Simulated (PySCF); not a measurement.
Bromine: a sound run and one with changed settings

Sound run: Br²⁺ [Ar] 3d10 4s2 4p3, Br³⁺ [Ar] 3d10 4s2 4p2. All numbers are calculated (PySCF 2.14, no relativity, point nucleus, in def2-SVP (5s4p3d, 32 functions)). In the sound run the correlated levels freeze [Ar] 3d10. The sound run starts from symmetry-adapted Hartree-Fock orbitals and uses a fine grid where one is needed.

Changed run: all electrons correlated in a basis built for the valence shell.

```json
{"species": "Br²⁺", "method": "MP2", "sound run (hartree)": "-2571.00095", "changed run (hartree)": "-2571.14034", "converged": "yes"}
{"species": "Br³⁺", "method": "MP2", "sound run (hartree)": "-2569.71744", "changed run (hartree)": "-2569.85553", "converged": "yes"}
```

Ionisation energy of Br²⁺:

```
 method  sound run (eV)  changed run (eV)
    UHF          34.555            34.555
    MP2          34.926            34.961
SCS-MP2          34.791            34.809
```

A valence basis has no tight correlating functions, so it recovers only part of the core correlation, and not evenly between atom and ion.

For comparison, NIST gives 34.871 ± 0.019 eV between the lowest levels.
